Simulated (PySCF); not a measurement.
# Löwdin shares of the frontier orbitals

Compound: C₈H₈SSi.
Z-matrix (Å and degrees, PBE0-D3(BJ)/def2-SVP geometry), rows numbered from 1:
```
C 
C   1  1.3530
Si  2  1.8672  1  106.44
C   3  1.8923  2   92.86  1    -0.03
C   4  1.4409  3  127.41  2   179.96
C   5  1.3830  4  127.60  3     0.81
C   6  1.4177  5  113.54  4   179.99
C   7  1.3715  6  112.35  5     0.06
S   8  1.7156  7  111.91  6    -0.06
C   4  1.3613  3  105.62  2     0.02
H   1  1.0960  2  123.10  3  -179.96
H   2  1.0911  1  122.57  3   179.93
H   3  1.4948  2  114.62  1   116.86
H   3  1.4948  2  114.66  1  -116.97
H   6  1.0917  5  122.41  4     0.05
H   7  1.0905  6  124.25  5  -179.98
H   8  1.0892  7  128.02  6   179.93
H  10  1.0963  1  119.75  2   179.95
```

Method used: TDDFT CAM-B3LYP/def2-SVPD, vertical, gas phase, core orbitals frozen in the response in PySCF.

Frontier orbitals with the atoms that hold most of them (Löwdin shares over 4%, at most four atoms; ? is withheld):

```tsv
orbital	ε (eV)	atoms
LUMO+2	1.16	S9 29%, Si3 18%, C7 6%, C6 5%
LUMO+1	0.91	S9 15%, C8 14%, C1 13%, C5 12%
LUMO	?	?
HOMO	-7.07	C10 15%, C2 14%, C8 13%, C4 12%
HOMO-1	-8.58	?
HOMO-2	-9.22	C2 17%, C1 16%, C5 14%, C8 14%
HOMO-3	-10.11	C4 26%, Si3 19%, S9 13%, C2 9%
```

(1) Give the leading atoms of the HOMO-1.

(2) Give the leading atoms of the LUMO.

(3) What is the LUMO energy, and the HOMO–LUMO gap?

Answers

(1) S9 (bonded to 2 C) 44%; C6 (bonded to 2 C and H) 19%; C7 (bonded to 2 C and H) 18%; C5 (bonded to 2 C and S) 8%. By element: carbon 45% or more, sulfur 44%.

(2) C10 (bonded to 2 C and H) 16%; C4 (bonded to 2 C and Si) 14%; C2 (bonded to C, Si and H) 13%; C1 (bonded to 2 C and H) 12%.

(3) ε(LUMO) = -1.00 eV; the gap is 6.07 eV (0.2230 hartree).

Question: The HOMO–LUMO gap is 6.07 eV. Where does the response calculation put the lowest singlet, and from which orbitals?

Answer: S1 is at 3.50 eV (f = 0.304), 2.56 eV below the gap, made of HOMO→LUMO (96%). 

Question: Give energy, strength and leading configuration of S1, S2, S3 and S5, and follow the Löwdin shares of the leading atoms from the occupied to the empty orbital.

Answer: 
- S1 (3.50 eV, f 0.304), HOMO→LUMO (96%): C10 15% → 16%, C2 14% → 13%, C4 12% → 14%
- S2 (5.00 eV, f 0.035), HOMO-1→LUMO (89%): S9 44% → at most 12%, C6 19% → at most 12%, C10 at most 9% → 16%, C4 at most 9% → 14%
- S3 (5.22 eV, f 0.054), HOMO→LUMO+1 (84%): C10 15% → at most 12%, C2 14% → at most 12%, S9 at most 13% → 15%, C8 13% → 14%
- S5 (5.58 eV, f 0.015), HOMO-2→LUMO (82%): C2 17% → 13%, C1 16% → 12%, C10 at most 15% → 16%, C4 at most 15% → 14%

Löwdin shares depend on the basis, the more so with diffuse functions.

One conformer stands for the species.
